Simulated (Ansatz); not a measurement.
A nudged elastic band was laid between two geometries of C₄H₁₀AlN (16 atoms, charge 0, multiplicity 1).

Theory: Ansatz, RKS PBE0/6-31G.

| Quantity | Value |
| --- | --- |
| movable images | 5 |
| climbing image | yes |
| spring | 5.0 eV/Å² |
| optimiser | quadratic models (default) |
| start path | through a guess of the saddle point |
| force threshold | 0.05 eV/Å |
| iteration limit | 51 |
| end points | relaxed |

Initial state:

```xyz
16
Properties=species:S:1:pos:R:3
N 0.501 -1.177 1.139
C 0.190 -0.040 0.161
Al 1.895 0.321 1.108
C -0.088 -0.383 -1.313
C -1.140 0.762 -1.302
C -1.175 0.665 0.250
H 0.689 -2.076 0.706
H -0.153 -1.271 1.910
H 1.836 1.179 2.471
H 3.264 -0.195 0.431
H 0.739 -0.316 -2.024
H -0.578 -1.363 -1.424
H -0.711 1.710 -1.638
H -2.077 0.586 -1.835
H -1.241 1.593 0.823
H -1.973 -0.018 0.581
```

Final state:

```xyz
16
Properties=species:S:1:pos:R:3
N 0.501 -1.177 1.137
C 0.195 -0.045 0.153
Al 1.891 0.326 1.113
C -0.092 -0.389 -1.318
C -1.139 0.761 -1.304
C -1.166 0.667 0.249
H 0.704 -2.074 0.708
H -0.165 -1.276 1.898
H 3.271 -0.195 0.465
H 1.811 1.196 2.467
H 0.732 -0.326 -2.033
H -0.586 -1.367 -1.425
H -0.709 1.706 -1.644
H -2.080 0.587 -1.831
H -1.224 1.596 0.821
H -1.965 -0.013 0.586
```

Task: Which bonds break or form, and what moves?

Result: No bond is made or broken.  The two ends are copies of one structure, up to a mirror image or an exchange of like atoms.

Task: What energy profile does the band end with?

Result: The run converged. The highest image is number 2 of 0 to 6, 0.67 eV above the ends, which have the same energy within 2 meV. A vibrational analysis at the climbing image gives one clearly imaginary mode, 155i cm⁻¹: a first-order saddle point. Limits of this set-up: no polarisation functions.

```tsv
image	path coordinate (Å)	energy (eV)
0	0.00	0.00
1	1.28	0.43
2	2.56	0.67
3	3.99	0.62
4	5.41	0.56
5	6.83	0.21
6	8.26	0.00
```

Task: What is the geometry of the highest image?

Result: 
```xyz
16
Properties=species:S:1:pos:R:3:forces:R:3
N 0.000 -1.501 1.240 0.00 0.00 0.00
C 0.170 -0.385 0.336 0.00 0.00 0.00
Al 1.802 0.652 0.840 0.00 0.00 0.00
C -0.080 -0.543 -1.205 0.00 0.00 0.00
C -0.820 0.818 -1.185 0.00 0.00 0.00
C -1.013 0.644 0.344 0.00 0.00 0.00
H 0.735 -2.194 1.266 0.00 0.00 0.00
H -0.924 -1.922 1.243 0.00 0.00 0.00
H 2.004 1.139 2.362 0.00 0.00 0.00
H 2.900 1.082 -0.271 0.00 0.00 0.00
H 0.780 -0.653 -1.872 0.00 0.00 0.00
H -0.780 -1.370 -1.389 0.00 0.00 0.00
H -0.151 1.653 -1.425 0.00 0.00 0.00
H -1.720 0.915 -1.796 0.00 0.00 0.00
H -0.972 1.526 0.994 0.00 0.00 0.00
H -1.954 0.117 0.562 0.00 0.00 0.00
```

Task: What are the harmonic wavenumbers there?

Result: 155i, 121, 156, 204, 288, 332, 361, 490, 542, 569, 605, 651, 747, 797, 840, 925, 956, 968, 1006, 1062, 1105, 1201, 1222, 1232, 1272, 1290, 1305, 1322, 1519, 1534, 1549, 1717, 1840, 1877, 3044, 3056, 3084, 3107, 3134, 3165, 3536, 3679 cm⁻¹.

The run took 17 min on 1 thread of Arm Neoverse N1 (shared host), peak memory 0.22 GiB.
